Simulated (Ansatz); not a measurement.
Basis-set extrapolation for `C=CB(C)[SiH3]` (PBE0-D4/def2-TZVP geometry, frozen core, Ansatz 0.2.0). Multiplicity 1, RHF reference.

|  | def2-TZVPP | def2-QZVPP |
| --- | --- | --- |
| HF | -432.491125 | -432.506529 |
| MP2 correlation | -0.726281 | -0.772964 |
| CCSD(T) correlation | -0.823379 | not run |

Energies in hartree. Use E(X) = E(∞) + A·exp(−7.88·√X) for Hartree–Fock and E(X) = E(∞) + B·X^(−2.97) for correlation, with X = 3 and 4, and add CCSD(T) minus MP2 of the smaller set to the MP2 limit.

Question: What is the CCSD(T) energy at the basis-set limit?

Answer: HF limit: -432.506529 + (-0.015404) × 0.13774 = -432.50865. MP2 limit: -0.772964 + (-0.046683) × 0.74074 = -0.80754. Higher-order term: -0.823379 − (-0.726281) = -0.09710. Total: -433.41329 hartree, 62.0 kcal/mol below CCSD(T)/def2-TZVPP.
